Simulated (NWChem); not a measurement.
System: B3H4O3 cation; SMILES B1OB[OH+]BO1

The following NWChem deck was run.

```
start job
memory heap 200 mb stack 900 mb global 1100 mb
charge 1
geometry units angstroms noautoz
  B     -0.002775     1.457008     0.000000
  O     -1.180001     0.725663     0.000000
  B     -1.292067    -0.591243     0.000000
  O      0.002482    -1.300304     0.000000
  B      1.294320    -0.586309     0.000000
  O      1.177235     0.730162     0.000000
  H     -0.005046     2.647184     0.000000
  H     -2.269729    -1.272708     0.000000
  H      0.004344    -2.276217     0.000000
  H      2.274570    -1.264046     0.000000
end
basis spherical
  * library def2-svp
end
dft
  xc xtpss03 ctpss03
  iterations 150
  mulliken
end
task dft energy
```

Parts of the log:

```
             Northwest Computational Chemistry Package (NWChem) 7.3.0
             --------------------------------------------------------

 C2V symmetry detected

                             Geometry "geometry" -> ""
                             -------------------------

 Output coordinates in angstroms (scale by  1.889725989 to convert to a.u.)

  No.       Tag          Charge          X              Y              Z
 ---- ---------------- ---------- -------------- -------------- --------------
    1 B                    5.0000     0.00000000     0.00000000     1.44594874
    2 O                    8.0000     1.17862014     0.00000000     0.71685191
    3 B                    5.0000     1.29319584     0.00000000    -0.59983897
    4 O                    8.0000     0.00000000     0.00000000    -1.31136826
    5 B                    5.0000    -1.29319584     0.00000000    -0.59983897
    6 O                    8.0000    -1.17862014     0.00000000     0.71685191
    7 H                    1.0000     0.00000000     0.00000000     2.63612690
    8 H                    1.0000     2.27215361     0.00000000    -1.27944120
    9 H                    1.0000     0.00000000     0.00000000    -2.28728303
   10 H                    1.0000    -2.27215361     0.00000000    -1.27944120

 Effective nuclear repulsion energy (a.u.)     209.9160990677

      Symmetry information
      --------------------

 Group name             C2v
 Group number             16
 Group order               4
 No. of unique centers     7

                                 NWChem DFT Module
                                 -----------------

 Summary of "ao basis" -> "ao basis" (spherical)
 ------------------------------------------------------------------------------
       Tag                 Description            Shells   Functions and Types
 ---------------- ------------------------------  ------  ---------------------
 B                          def2-svp                 6       14   3s2p1d
 O                          def2-svp                 6       14   3s2p1d
 H                          def2-svp                 3        5   2s1p

      Symmetry analysis of basis
      --------------------------

        a1         44
        a2         11
        b1         32
        b2         17

            General Information
            -------------------
          SCF calculation type: DFT
          Wavefunction type:  closed shell.
          No. of atoms     :    10
          No. of electrons :    42
           Alpha electrons :    21
            Beta electrons :    21
          Charge           :     1
          Spin multiplicity:     1
          Use of symmetry is: on ; symmetry adaption is: on
          Maximum number of iterations: 150
          AO basis - number of functions:   104
                     number of shells:    48
          Convergence on energy requested:  1.00D-06
          Convergence on density requested:  1.00D-05
          Convergence on gradient requested:  5.00D-04

              XC Information
              --------------
                  TPSS metaGGA Exchange Functional  1.000
             TPSS03 metaGGA Correlation Functional  1.000

             Grid Information
             ----------------
          Grid used for XC integration:  medium
          Radial quadrature: Mura-Knowles
          Angular quadrature: Lebedev.
          Tag              B.-S. Rad. Rad. Pts. Rad. Cut. Ang. Pts.
          ---              ---------- --------- --------- ---------
          B                   0.85       49          10.0       434
          O                   0.60       49          11.0       434
          H                   0.35       45          12.0       434
          Grid pruning is: on
          Number of quadrature shells:   331
          Spatial weights used:  Erf1

      Superposition of Atomic Density Guess
      -------------------------------------

 Sum of atomic energies:        -299.58256165

 Renormalizing density from      43.00 to     42

      Non-variational initial energy
      ------------------------------

 Total energy =    -297.743535
 1-e energy   =    -805.103539
 2-e energy   =     297.443904
 HOMO         =      -0.712599
 LUMO         =      -0.243484

      Symmetry analysis of molecular orbitals - initial
      -------------------------------------------------

  Numbering of irreducible representations:

     1 a1          2 a2          3 b1          4 b2

  Orbital symmetries:

     1 a1          2 b1          3 a1          4 a1          5 b1
     6 a1          7 a1          8 a1          9 b1         10 a1
    11 b1         12 a1         13 b1         14 b2         15 a1
    16 a2         17 b1         18 b2         19 a1         20 a1
    21 b1         22 b2         23 a2         24 b2         25 a1
    26 a1         27 b1         28 a1         29 b1         30 a1
    31 b1

     ---------------------------------------------
      Total Density - Mulliken Population Analysis
     ---------------------------------------------

    Atom       Charge   Shell Charges
 -----------   ------   -------------------------------------------------------
    1 B    5     4.44   1.99  0.88  0.15  1.11  0.15  0.16
    2 O    8     8.53   1.99  1.16  0.50  3.32  1.54  0.01
    3 B    5     4.44   1.99  0.88  0.16  1.09  0.16  0.15
    4 O    8     8.41   1.99  1.12  0.50  3.20  1.59  0.00
    5 B    5     4.44   1.99  0.88  0.16  1.09  0.16  0.15
    6 O    8     8.53   1.99  1.16  0.50  3.32  1.54  0.01
    7 H    1     0.91   0.67  0.23  0.02
    8 H    1     0.89   0.66  0.21  0.02
    9 H    1     0.53   0.45  0.03  0.06
   10 H    1     0.89   0.66  0.21  0.02

[...]
```

Level: TPSS/def2-SVP. Structure relaxed at the PBE0/def2-SVP level.
